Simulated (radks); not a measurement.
Q: Ho+, 66 electrons, occupied as [Xe] 4f11 6s1. Method: Dirac Kohn-Sham, PBE, spin-unpolarised, spherical densities, point nucleus; open shells are shared between the two j in proportion to 2j + 1; computed with a radial shooting solver on a logarithmic mesh with Libxc functionals. Some entries of the table are withheld. Estimate them.

| orbital | occ. | eigenvalue (hartree) | <r^2> (bohr^2) |
|---|---|---|---|
| 1s1/2 | 2 | -2037.510 | 0.0005880 |
| 2s1/2 | 2 | -340.8098 | 0.009108 |
| 2p1/2 | 2 | -324.3564 | 0.006582 |
| 2p3/2 | 4 | -292.8626 | 0.007804 |
| 3s1/2 | 2 | (1) | 0.06027 |
| 3p1/2 | 2 | (2) | 0.05588 |
| 3p3/2 | 4 | (3) | 0.06277 |
| 3d3/2 | 4 | (4) | 0.04960 |
| 3d5/2 | 6 | (5) | 0.05152 |
| 4s1/2 | 2 | -15.26182 | 0.3040 |
| 4p1/2 | 2 | -12.40723 | 0.3182 |
| 4p3/2 | 4 | -10.93223 | 0.3564 |
| 4d3/2 | 4 | -6.23665 | 0.4047 |
| 4d5/2 | 6 | -5.96908 | 0.4199 |
| 5s1/2 | 2 | -2.08937 | 1.840 |
| 5p1/2 | 2 | -1.32241 | (6) |
| 5p3/2 | 4 | -1.13814 | (7) |
| 4f5/2 | 4.71429 | -0.37439 | 0.9691 |
| 4f7/2 | 6.28571 | -0.33845 | 1.029 |
| 6s1/2 | 1 | (8) | 15.21 |
| 5d3/2 | 0 | -0.25473 | (9) |
| 5d5/2 | 0 | -0.24480 | (10) |
| 6p1/2 | 0 | -0.21090 | 23.94 |
| 6p3/2 | 0 | -0.19620 | 26.74 |

A: 
(1) 3s1/2 eigenvalue (hartree): -76.29989
(2) 3p1/2 eigenvalue (hartree): -69.10821
(3) 3p3/2 eigenvalue (hartree): -62.52989
(4) 3d3/2 eigenvalue (hartree): -50.21361
(5) 3d5/2 eigenvalue (hartree): -48.77648
(6) 5p1/2 <r^2> (bohr^2): 2.374
(7) 5p3/2 <r^2> (bohr^2): 2.748
(8) 6s1/2 eigenvalue (hartree): -0.32891
(9) 5d3/2 <r^2> (bohr^2): 9.174
(10) 5d5/2 <r^2> (bohr^2): 9.786
